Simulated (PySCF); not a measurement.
## SMILES O[C@@H]1CCC[C@H]2O[C@@H]12, C6H10O2

Geometry:
```json
{"atom": "O1", "x (Å)": "0.527", "y (Å)": "-2.501", "z (Å)": "0.164"}
{"atom": "C2", "x (Å)": "0.263", "y (Å)": "-1.178", "z (Å)": "0.572"}
{"atom": "C3", "x (Å)": "-1.095", "y (Å)": "-0.772", "z (Å)": "-0.004"}
{"atom": "C4", "x (Å)": "-1.331", "y (Å)": "0.721", "z (Å)": "0.193"}
{"atom": "C5", "x (Å)": "-0.373", "y (Å)": "1.527", "z (Å)": "-0.681"}
{"atom": "C6", "x (Å)": "1.057", "y (Å)": "1.082", "z (Å)": "-0.480"}
{"atom": "O7", "x (Å)": "1.545", "y (Å)": "0.955", "z (Å)": "0.828"}
{"atom": "C8", "x (Å)": "1.362", "y (Å)": "-0.228", "z (Å)": "0.102"}
{"atom": "H9", "x (Å)": "1.334", "y (Å)": "-2.814", "z (Å)": "0.589"}
{"atom": "H10", "x (Å)": "0.220", "y (Å)": "-1.121", "z (Å)": "1.672"}
{"atom": "H11", "x (Å)": "-1.872", "y (Å)": "-1.359", "z (Å)": "0.487"}
{"atom": "H12", "x (Å)": "-1.103", "y (Å)": "-1.021", "z (Å)": "-1.066"}
{"atom": "H13", "x (Å)": "-1.168", "y (Å)": "0.979", "z (Å)": "1.241"}
{"atom": "H14", "x (Å)": "-2.359", "y (Å)": "0.976", "z (Å)": "-0.065"}
{"atom": "H15", "x (Å)": "-0.453", "y (Å)": "2.592", "z (Å)": "-0.450"}
{"atom": "H16", "x (Å)": "-0.620", "y (Å)": "1.387", "z (Å)": "-1.736"}
{"atom": "H17", "x (Å)": "1.773", "y (Å)": "1.508", "z (Å)": "-1.181"}
{"atom": "H18", "x (Å)": "2.284", "y (Å)": "-0.726", "z (Å)": "-0.197"}
```

Computed, not measured: PySCF, GIAO B3LYP/pcSseg-1 magnetisability, rotational g tensor and spin-rotation constants, non-relativistic, gas phase. Geometry: GFN2-xTB.

Question: What are the magnetisability and the molar susceptibility?

Answer: Isotropic -1300 × 10⁻³⁰ J/T², or -78.3 × 10⁻⁶ cm³/mol; principal values -1384, -1310, -1206 × 10⁻³⁰ J/T², anisotropy 155 × 10⁻³⁰ J/T² (root of half the summed squared differences of the principal values). The susceptibility is in cgs units.

Question: Split it along the inertial axes a, b, c into diamagnetic and paramagnetic parts about the centre of mass, with the quadrupole moment.

Answer: 
| axis | χ (10⁻⁶ cm³/mol) | diamagnetic (10⁻⁶ cm³/mol) | paramagnetic (10⁻⁶ cm³/mol) | summed x² of all electrons (Å²) | quadrupole Θ (D Å) |
| --- | --- | --- | --- | --- | --- |
| a | -76.9 | -498.4 | 421.5 | 131.9 | +0.02 |
| b | -81.6 | -684.2 | 602.6 | 88.1 | +1.16 |
| c | -76.3 | -933.3 | 857.0 | 29.4 | -1.17 |

Anisotropies 2χaa − χbb − χcc = +4.0 and 2χbb − χaa − χcc = -10.0 × 10⁻⁶ cm³/mol. Θ is traceless in Buckingham's convention.

Question: And the rotational g tensor?

Answer: 
```tsv
axis	rotational constant (GHz)	g	nuclear part	electronic part
a	3.1309	-0.0144	0.6055	-0.6199
b	2.0720	-0.0056	0.5809	-0.5865
c	1.4482	-0.0066	0.5764	-0.5831
```
Asymmetric top; isotopes 12C, 1H, 16O; no vibrational averaging.
